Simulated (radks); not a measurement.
Numerical settings for the silver ion Ag18+, [Ar] 3d10 4s1. Calculated with a radial shooting solver on a logarithmic mesh with Libxc functionals: scalar-relativistic Kohn-Sham, PBE, spin-polarised, spherical densities, point nucleus; open shells are filled with parallel spins first (spin-orbit coupling, left out, can overturn this in heavy ions). The defaults (mesh step 0.008 in ln r, mesh end at 40 bohr or more with all orbitals vanishing there, Anderson mixing 0.5 over 9 steps, residual threshold near 1e-9 with the energy settled to 1e-9 hartree or 1e-11 of itself, here a cap of 90 iterations) give E = -5187.2158 hartree and 4s at -490.80 eV in 14 iterations. Times are rough (one thread of a shared host). Changes against that run (0 stands for a change within the tolerance of the run):

setting                     iterations  converged  E (mhartree)  e(4s) (meV)  CPU (s)
mesh step in ln r 0.03              14        yes     +0.000775      +0.0131     0.05
mesh step in ln r 0.08               2         no      diverged            -     0.03
mesh step in ln r 0.012             14        yes             0            0      0.1
mesh end (bohr) 3                   14        yes     +0.000366      +0.0145     0.14
mesh end (bohr) 1                   14        yes     +5.08e+03    +1.23e+05     0.13
residual threshold 0.1              10        yes             0      -0.0457     0.12
residual threshold 1e-05            10        yes             0      -0.0457     0.11
mixing 2.5                          15        yes             0            0     0.16
linear mixing, mixing 0.5           31        yes             0            0     0.28
linear mixing, mixing 0.05          90         no         -2.11    -1.41e+03        1
mixing history 2                    15        yes             0            0     0.15
iteration cap 8                      8         no             0      -0.0717     0.09

Settings that end as converged yet miss the energy by more than 1 mhartree: mesh end (bohr) 1 (+5.08 hartree). A mesh that ends early acts as a hard wall.
